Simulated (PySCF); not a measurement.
Sc⁺ (scandium, charge +1): UHF calculation

Configuration: [Ar] 3d1 4s1, high-spin 3D determinant. Calculation: PySCF 2.14, in aug-cc-pVQZ-DK (9s8p6d4f3g2h, 140 functions); scalar relativity by spin-free X2C-1e.

```json
{
 "Total energy": "-763.088139 hartree",
 "One-electron energy": "-1039.6882 hartree",
 "Hartree (Coulomb) energy": "314.8375 hartree",
 "Exchange energy": "-38.2374 hartree",
 "⟨S²⟩": "2.0021",
 "⟨L²⟩": "6.024",
 "Sum of ⟨r⟩": "16.94 bohr",
 "Sum of ⟨r²⟩": "30.26 bohr²",
 "Traceless quadrupole moment −½Σ⟨3z² − r²⟩ along its main axis": "0.718 e·bohr²",
 "Langevin diamagnetic susceptibility": "-24.0 ×10⁻⁶ cm³/mol"
}
```

```tsv
shell	electrons	mean orbital energy (eV)	spread (eV)	rms radius, mean of both spins (bohr)
1s α	1	-4546.3	0	0.0844
1s β	1	-4546.3	0	0.0844
2s α	1	-531.20	0	0.370
2s β	1	-530.72	0	0.370
2p α	3	-433.87	0.060	0.340
2p β	3	-433.48	0.488	0.340
3s α	1	-78.208	0	1.15
3s β	1	-76.377	0	1.15
3p α	3	-50.708	1.089	1.27
3p β	3	-48.679	1.538	1.27
3d α	1	-16.391	0	1.85
4s α	1	-12.295	0	3.68
```

Densities and radii are taken from the X2C orbitals without a picture-change correction, which distorts them close to the nucleus.

Spin-orbit constants ζ (cm⁻¹) from the X2C one-electron operator on these orbitals: bare nucleus, nucleus screened by l(l+1)(2l+1)/3 electrons, and screened by the Breit-Pauli mean field of the electrons.

```tsv
shell	bare	screened nucleus	mean field
2p	26920	24360	n/a
3p	2771	2507	n/a
3d	178.4	93.43	n/a
```

To first order the Landé constant is A = 46.71 cm⁻¹, so the lowest level has J = 1 and lies 0.0174 eV below the centre of the term. This holds in LS coupling only.
